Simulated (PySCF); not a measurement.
# One molecule, several mistakes: BCH7Si2

Calculated results; nothing here was measured. They come from PySCF 2.14.0, an open-source quantum chemistry program, on an isolated molecule that a program drew, which may never have been made. The molecule is BCH7Si2 (charge 0, singlet), drawn as the SMILES string `CB[Si][SiH3]`.

Each row is a Hartree-Fock (HF) and frozen-core CCSD(T) single point in the cc-pV(D+d)Z basis, meant for a local HF minimum. Run 1 is clean. Each other run has one planted mistake out of seven kinds, and not every kind appears here: one electron removed, one electron added, multiplicity raised by two, geometry at a saddle point, minimal basis STO-3G, one bond length entered in bohr, all coordinates scaled. The reference is restricted for singlets and unrestricted otherwise, and also for a bond in bohr. Adding or removing an electron swaps singlet and doublet. Electrons count all cores. HOMO and LUMO are orbital energies over both spins, the gradient is its largest component, and the lowest frequency (negative if imaginary) is given only where the gradient is small. Bond lengths are over the 10 bonds as drawn. T1 is the CCSD diagnostic: over 0.02 (restricted) or 0.045 (unrestricted) a single reference is doubtful.

Geometry of the clean run:
```xyz
11
BCH7Si2, angstrom
C    -0.1432   -0.5709    1.3962
B     0.0545    0.3727    0.1399
Si    0.0441   -0.1084   -1.8019
Si   -2.3341    0.2675   -1.9420
H    -0.9015   -0.1522    2.0668
H    -0.4086   -1.6063    1.1740
H     0.7929   -0.5780    1.9695
H     0.2785    1.5439    0.3553
H    -2.9328   -1.0842   -1.7701
H    -2.9257    1.1656   -0.9178
H    -2.7220    0.7875   -3.2755
```

```
run,electrons,basis functions,<S^2>,HOMO (eV),LUMO (eV),gradient (hartree/bohr),lowest frequency (cm^-1),mean bond (Å),longest bond (Å),T1,HF (hartree),CCSD(T) (hartree),mistake
1,46,109,0.000,-8.50,0.37,3.0e-06,68,1.4949,2.412,0.0161,-644.42836,-644.92808,no fault
2,47,109,0.767,-1.43,7.07,3.1e-02,-,1.4949,2.412,0.0194,-644.44681,-644.96083,one electron added
3,46,109,2.024,-7.87,0.00,2.9e-02,-,1.4949,2.412,0.0193,-644.40800,-644.88682,multiplicity raised by two
4,45,109,0.770,-15.41,-6.37,3.4e-02,-,1.4949,2.412,0.0218,-644.15654,-644.62516,?
5,46,35,0.000,-5.65,5.78,3.2e-02,-,1.4949,2.412,0.0127,-636.98764,-637.20736,?
```

**Which mistake was planted in run 4, and what did it cost?**

It counts 45 electrons, one fewer than the clean run, at the same geometry and basis. So the mistake is: one electron removed. Subtracting run 1 and multiplying by 627.51 kcal/mol a hartree, the energy moved by 170.6 kcal/mol in HF and 190.1 kcal/mol in CCSD(T).

**Which mistake was planted in run 5, and what did it cost?**

It has 35 basis functions where the clean run has 109, with the same electrons and geometry. So the mistake is: minimal basis STO-3G. Subtracting run 1 and multiplying by 627.51 kcal/mol a hartree, the energy moved by 4669.1 kcal/mol in HF and 4844.8 kcal/mol in CCSD(T).

